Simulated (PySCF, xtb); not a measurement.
Mo(O)(NMe)(SH)2 (CH5MoNOS2), SMILES C[N]=[Mo](=[O])([SH])[SH], multiplicity 1.

xtb with GFN2-xTB at its own geometry gives an orbital gap of 2.30 eV and a dipole moment of 1.06 D.

Geometry: PBE0-D3(BJ)/def2-SVP. The spin state was assumed, not searched. The def2 effective core potentials stand for the cores of Mo; spin–orbit coupling is left out. The values are those of a single conformer.

Question: What does PBE/def2-TZVP in PySCF give? (Estimate from the structure and the level; the computed values follow.)

Answer: gap 3.21 eV (levels -6.27 and -3.06 eV), dipole 1.22 D.
